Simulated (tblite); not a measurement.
Species: C2H5ClOSi.
Bonds: C1–C2 (double), C2–O3, O3–Si4, Si4–Cl5. Hydrogens: H6, H7 on C1; H8 on C2; H9, H10 on Si4.

Computed with GFN2-xTB (tblite), gas phase: Langevin dynamics at 200 K from the optimised GFN2-xTB geometry, time step 0.5 fs, friction 0.01 fs⁻¹, 2000 steps.

Start geometry:
```
atom  x, y, z in Å
C1     -1.751    0.105    0.236
C2     -0.911    0.488   -0.707
O3      0.414    0.255   -0.737
Si4     1.575   -0.424    0.163
Cl5     2.756    1.051    0.840
H6     -1.422   -0.444    1.100
H7     -2.796    0.338    0.163
H8     -1.235    1.042   -1.581
H9      1.089   -1.177    1.312
H10     2.291   -1.230   -0.811
```

The statistics below take the 31 frames saved every 25 fs from 250 to 1000 fs; their kinetic temperature (all 3N coordinates) averages 213 K.

Q: How do the bond lengths spread?

A: 
```
   bond  start (Å)  mean (Å)  standard deviation (Å)  shortest (Å)  longest (Å)
  C1=C2      1.320     1.325                   0.019         1.290        1.385
  C2–O3      1.345     1.348                   0.020         1.312        1.396
 O3–Si4      1.618     1.627                   0.022         1.583        1.663
Si4–Cl5      2.008     2.003                   0.035         1.935        2.087
  C1–H6      1.075     1.081                   0.024         1.040        1.114
  C1–H7      1.073     1.077                   0.021         1.032        1.117
  C2–H8      1.084     1.085                   0.020         1.052        1.119
 Si4–H9      1.457     1.462                   0.026         1.397        1.511
Si4–H10      1.453     1.463                   0.024         1.424        1.522
```

Q: Give the same statistics for bond angles, one of each kind.

A: 
| angle | start (°) | mean (°) | standard deviation (°) | smallest (°) | largest (°) |
| --- | --- | --- | --- | --- | --- |
| C2–C1–H6 | 121.9 | 122.0 | 4.9 | 111.9 | 131.4 |
| C2–C1–H7 | 120.6 | 121.1 | 4.6 | 109.1 | 130.0 |
| H6–C1–H7 | 117.6 | 116.4 | 5.9 | 108.3 | 129.5 |
| C1–C2–O3 | 126.3 | 125.9 | 2.3 | 121.3 | 130.2 |
| C1–C2–H8 | 122.2 | 122.2 | 3.2 | 117.2 | 131.6 |
| O3–C2–H8 | 111.4 | 111.4 | 2.7 | 105.0 | 116.7 |
| C2–O3–Si4 | 140.1 | 133.9 | 4.8 | 126.6 | 147.9 |
| O3–Si4–Cl5 | 107.5 | 102.4 | 3.8 | 94.3 | 110.8 |
| O3–Si4–H9 | 114.6 | 111.0 | 4.5 | 99.3 | 119.4 |
| O3–Si4–H10 | 102.3 | 110.7 | 4.5 | 102.1 | 118.6 |
| Cl5–Si4–H9 | 108.1 | 109.4 | 4.5 | 99.1 | 121.9 |
| Cl5–Si4–H10 | 110.1 | 110.0 | 4.6 | 100.6 | 121.2 |
| H9–Si4–H10 | 114.0 | 112.4 | 5.6 | 103.3 | 123.4 |

Q: How far does each atom move about its mean position (frames aligned on the start, all atoms weighted alike), and what rms force does it feel?

A: 
```
atom  rms displacement (Å)  rms force (eV/Å)
  C1                  0.10              1.59
  C2                  0.09              1.64
  O3                  0.16              0.93
 Si4                  0.08              1.21
 Cl5                  0.19              0.63
  H6                  0.29              0.93
  H7                  0.17              0.87
  H8                  0.24              0.71
  H9                  0.25              0.55
 H10                  0.22              0.47
```

The displacements run from 0.08 to 0.29 Å, the largest at H6.

Q: Follow the torsions C1–C2–O3–Si4 and C2–O3–Si4–Cl5 through every second one of these frames.

A: 
```tsv
t (fs)	C1–C2–O3–Si4 (°)	C2–O3–Si4–Cl5 (°)
250	9	-173
300	8	-174
350	-16	-168
400	-6	-174
450	19	173
500	0	-179
550	5	-179
600	-6	-174
650	-38	-163
700	-28	-172
750	13	164
800	0	172
850	-37	-167
900	-13	177
950	31	154
1000	19	180
```

Largest departure from the start value over all these frames: C1–C2–O3–Si4 35° (start -3°), C2–O3–Si4–Cl5 95° (start -110°).

The run is classical and short, so these are rough statistics of one trajectory.

The cost below is that of the whole dynamics run. Hardware: Arm Neoverse V1, one thread, shared host. Cost: 9.2 s, 0.18 GiB resident at most.
